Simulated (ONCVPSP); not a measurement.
# Os (Z = 76): one change to an ONCV potential, before and after

* Element: Os (Z = 76)
* Generator: ONCVPSP 4.0.1
* Type: optimised norm-conserving Vanderbilt (ONCV)
* Functional: PBE
* Relativity: scalar-relativistic
* Frozen core: [Kr] 4d10 4f14
* Valence charge: 16
* Reference configuration: 5s2 5p6 5d6 6s2
* Partial waves: 5s+6s: rc 1.75 bohr, ncon 4, nbas 7, qcut 5.6 1/bohr, 2 projectors; 5p: rc 2.00 bohr, ncon 5, nbas 8, qcut 8 1/bohr, 2 projectors, debl 2.6 Ha; 5d: rc 1.55 bohr, ncon 4, nbas 8, qcut 6.9 1/bohr, 1 projector
* Local potential: polynomial inside 1.00 bohr (lpopt 1, dvloc0 0 Ha)
* Core correction: Teter function fitted to the true core (icmod 2), fcfact 0.5

All-electron outer shells of the reference configuration (PBE, scalar-relativistic, ld1.x):

```json
{"shell": "5s", "level (eV)": "-91.55", "outermost node (bohr)": "0.51", "outermost maximum (bohr)": "0.91"}
{"shell": "4f", "level (eV)": "-51.98", "outermost node (bohr)": "–", "outermost maximum (bohr)": "0.40"}
{"shell": "5p", "level (eV)": "-50.84", "outermost node (bohr)": "0.55", "outermost maximum (bohr)": "1.03"}
{"shell": "5d", "level (eV)": "-6.25", "outermost node (bohr)": "0.60", "outermost maximum (bohr)": "1.36"}
{"shell": "6s", "level (eV)": "-6.15", "outermost node (bohr)": "1.20", "outermost maximum (bohr)": "2.48"}
```

Change: all radii but the core radius scaled by about 0.89 (s 1.56, p 1.78, d 1.38 bohr); local potential polynomial inside 0.90 bohr (lpopt 1, dvloc0 0 Ha).

Cutoffs: the cutoffs (Ha) at which the residual kinetic energy of the hardest occupied pseudo-wave falls to 1 and 0.1 mHa per electron; they do not see the model core or the augmentation charge, which bear on the density cutoff. Errors are all-electron minus pseudo energies relative to the spin-unpolarised reference configuration.

**Question.** Predict the effect on cutoff, ghosts and configuration errors.

**Answer.** The potential gets harder (17 Ha and 29 Ha → 27 Ha and 51 Ha); the lowest positive-energy flag moves from s at 86.4 eV to s at 52.3 eV; of the 4 tests that both files solve, the error grows in 0 and shrinks in 2 by more than 15 % and 0.3 meV (median size 8.5 → 7.0 meV); neither file shows a bound ghost. A smaller radius makes the pseudo-wave follow the all-electron one further in, where it bends more sharply, so more plane waves are needed.

| quantity | base | changed |
| --- | --- | --- |
| cutoff, loose | 17 Ha | 27 Ha |
| cutoff, tight | 29 Ha | 51 Ha |
| loose cutoff by channel | s 14 Ha, p 14 Ha, d 17 Ha | s 27 Ha, p 23 Ha, d 16 Ha |
| bound ghosts | none | none |
| GHOST(+) flags under 300 eV | s at 86.4 eV | s at 52.3 eV, p at 278.2 eV |
| error for 5s2 5p6 5d6 6s1, meV [ΔE 9.58 eV] | -5.1 | -4.5 |
| error for 5s2 5p6 5d6 6s0, meV [ΔE 26.49 eV] | -18 | -15 |
| error for 5s2 5p6 5d5 6s0, meV [ΔE 55.34 eV] | -12 | -9.6 |
| error for 5s2 5p6 5d6 6s1.5, meV [ΔE 3.91 eV] | -1.8 | -1.7 |
| rms error of d²Exc/dni dnj with the model core, mHa | 1.41 | 1.17 |
